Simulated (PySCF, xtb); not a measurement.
Si(H)(NHSiH3)(Me)2 (C2H11NSi2), SMILES C[SiH](N[SiH3])C.

GFN2-xTB in xtb at its own geometry gives an orbital gap of 5.30 eV and a dipole moment of 0.53 D.

The structure is a stationary point at B3LYP-D3(BJ)/def2-SVP. Other conformers were not sampled.

Problem. What does ωB97X/def2-TZVP run with PySCF give? (Estimate from the structure and the level; the computed values follow.)

Solution. gap 11.92 eV (levels -9.59 and 2.33 eV), dipole 0.90 D.
